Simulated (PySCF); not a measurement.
**A survey of 17O NMR shifts**

- shieldings: GIAO PBE0/pcSseg-1
- structure optimised with GFN2-xTB
- code: PySCF
- a single conformation, fast rotation and ring inversion assumed for equivalent nuclei, relativity neglected, gas phase

Shieldings were converted by a linear fit to measured shifts: 17O (scatter 10.7 ppm rms, 12.2 ppm with the 3 outliers that the fit left out vs liquid water, solution or neat liquid). Occasional misses reach two or three times the rms, and more in compound classes unlike the fitted ones.

(1) Give the 17O shifts of `FC(F)(F)OCCS`, `O=C([SiH2]O)C(F)(F)F`, `O=C([SiH2]O)C(F)(F)F`, `COC[C@H](C)CCF`.

(2) Order these by 17O shift, lowest first.
A. CCCO[Si](F)(F)CF
B. FC(F)(F)OCCS
C. O=CC#CC#C[SiH2]S
D. CC[SiH2]CC[SiH2]O

## Answers

(1) 
```tsv
compound	environment	δ (ppm)
FC(F)(F)OCCS	ether oxygen	62.1
[O:1]=[C:2]([SiH2:3][OH:4])[C:5]([F:6])([F:7])[F:8]	O1: carbonyl oxygen	712.1
[O:1]=[C:2]([SiH2:3][OH:4])[C:5]([F:6])([F:7])[F:8]	O4: oxygen bonded to Si, H	-50.1
[O:1]=[C:2]([SiH2:3][OH:4])[C:5]([F:6])([F:7])[F:8]	O1: carbonyl oxygen	712.1
[O:1]=[C:2]([SiH2:3][OH:4])[C:5]([F:6])([F:7])[F:8]	O4: oxygen bonded to Si, H	-50.1
COC[C@H](C)CCF	ether oxygen	-12.0
```

(2) D (-12.5 ppm, oxygen bonded to Si, H), A (21.1 ppm, oxygen bonded to C, Si), B (62.1 ppm, ether oxygen), C (666.4 ppm, aldehyde oxygen).
